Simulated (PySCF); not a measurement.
**Unknowns**

- GIAO PBE0/pcSseg-1 shieldings
- geometry: GFN2-xTB
- program: PySCF
- a single conformation, non-relativistic Hamiltonian, no solvent, one averaged value for each set of equivalent atoms

Shifts are taken against calculated references (same method and geometry level): TMS for 1H (31.72 ppm) and 13C (186.93 ppm). Splittings of carbon signals by F and P are missing where no couplings were computed. Where no couplings were computed, multiplicities follow the n + 1 count of equivalent neighbours, and m marks all less simple cases (inequivalent or close neighbours, rings, F or P nearby). Shifts are as computed. Against solution values, carbons near 30 ppm lie about +3 ppm off and those near 130 ppm about +5 ppm. Of 1211 compounds with measured shifts, 218 miss one by over three times the rms of a fit or turn the order of signals round; such compounds aren't used in these exercises.

Problem. C9H13P. 1H NMR (400 MHz, computed): δ 7.09 (m, 1H), 6.66 (m, 1H), 5.73 (m, 1H), 5.33 (m, 1H), 2.21 (s, 3H), 2.15 (s, 3H), 1.20 (m, 3H). 13C{1H} NMR (computed): δ 160.5, 157.2, 148.4, 142.2, 138.1, 121.0, 20.9, 16.2, 15.5. Give a structure.

Solution. `C=Cc1c(C)c(C)cp1C`. 9 carbon signals for 9 carbons: no two carbons are equivalent. Carbon types of the structure: 3 × C, 2 × CH, 1 × CH2, 3 × CH3, which accounts for all hydrogens. δC 160.5, 157.2, 148.4: unsaturated ring carbon. δC 142.2: unsaturated ring CH. δC 138.1: alkene CH; an sp2 carbon of a C=C bond. δC 121.0: terminal =CH2 carbon; the olefinic region.

This is the structure that produced the data.

Problem. C9H13P. 1H NMR (300 MHz, computed): δ 6.70 (m, 2H), 2.23 (s, 6H), 0.69 (m, 2H), 0.49 (m, 2H), 0.16 (m, 1H). 13C{1H} NMR (computed): δ 155.2 (C), 142.0 (CH), 20.4 (CH3), 12.2 (CH), 5.4 (CH2). What is it?

Solution. `InChI=1S/C9H13P/c1-7-5-10(6-8(7)2)9-3-4-9/h5-6,9H,3-4H2,1-2H3`. 5 carbon signals for 9 carbons: some carbons are equivalent by symmetry or fast rotation. Carbon types of the structure: 2 × C, 3 × CH, 2 × CH2, 2 × CH3, which accounts for all hydrogens. δC 155.2: unsaturated ring carbon. δC 142.0: unsaturated ring CH. δC 20.4: methyl carbon on an unsaturated ring; saturated and bonded to C and H only. δC 12.2, 5.4: three-membered-ring carbon; carbons of three-membered rings are unusually shielded.

This is the structure that produced the data.
